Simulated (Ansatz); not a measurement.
This geometry of ClGaH2 + H2 (6 atoms, charge 0, multiplicity 1) is a first-order saddle point.

The calculation used RKS PBE0/def2-SVP in Ansatz.

```xyz
6
Properties=species:S:1:pos:R:3
Ga 0.016 -0.343 -0.143
Cl 0.017 0.028 2.372
H 1.428 0.098 -0.621
H -1.419 0.025 -0.612
H 0.058 -1.861 0.593
H 0.045 -1.229 1.583
```

(1) Which two structures does it join? (They come from a converged band through this point; their orientation in space is the band's.)

(2) How far does it lie above each of them?

Results:

(1) Bonds broken: Ga1–Cl2, H5–H6. Bonds formed: Ga1–H5, Cl2–H6. ClGaH2 + H2 becomes ClGaH4.

Initial state:

```xyz
6
Properties=species:S:1:pos:R:3
Ga 0.002 0.174 0.160
Cl -0.013 0.823 2.227
H 1.414 0.072 -0.492
H -1.404 -0.012 -0.487
H 0.077 -2.307 0.526
H 0.069 -2.031 1.240
```

Final state:

```xyz
6
Properties=species:S:1:pos:R:3
Ga 0.020 -0.454 -0.376
Cl 0.012 -0.050 2.368
H 1.361 0.317 -0.648
H -1.366 0.236 -0.644
H 0.066 -2.010 -0.113
H 0.051 -1.320 2.587
```

(2) 1.12 eV above the first and 0.20 eV above the second. This is the barrier of this one path; another mechanism may lie lower. The orbitals stay closed-shell, which can raise the energy where a bond breaks towards radicals; this wasn't checked here.

Run time: 110 s on 1 thread of Arm Neoverse V2, on a shared host, peak memory 0.14 GiB.
